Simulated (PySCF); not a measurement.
# MoCl⁺ at r²SCAN

Computed with r²SCAN; basis Mo def2-TZVPPD with ECP28, Cl def2-TZVPPD; scalar-relativistic core potentials; PySCF 2.14.

```json
{
 "state": "⁵Σ⁺ (quintet), unpaired electrons π ↑↑, δ ↑↑",
 "bond length": "2.217 Å",
 "harmonic wavenumber": "449 cm⁻¹",
 "force constant": "3.06 mdyn/Å",
 "rotational constant Be": "0.1331 cm⁻¹",
 "anharmonicity ωexe": "1.38 cm⁻¹",
 "vibration–rotation constant αe": "0.000520 cm⁻¹",
 "well depth De to Mo⁺ (4d5) + Cl": "2.97 eV",
 "dissociation energy D0": "2.95 eV",
 "bond order (Mayer)": "1.34",
 "dipole moment (positive dipole points towards Cl; it is taken about the centre of mass and depends on that origin)": "-4.71 D"
}
```

The metal atom is held in its measured ground configuration; semilocal functionals can put another filling of s and d lower by some tenths of an eV, and De to that atom would be smaller. Spin–orbit coupling is left out, which matters for elements this heavy, above all for dissociation energies. For an ion De counts to the pair picked by the measured ionisation energies or electron affinities, which need not be the lowest pair at this level. With d or f electrons several states lie close, and the lowest PBE0 determinant need not be the measured ground state.
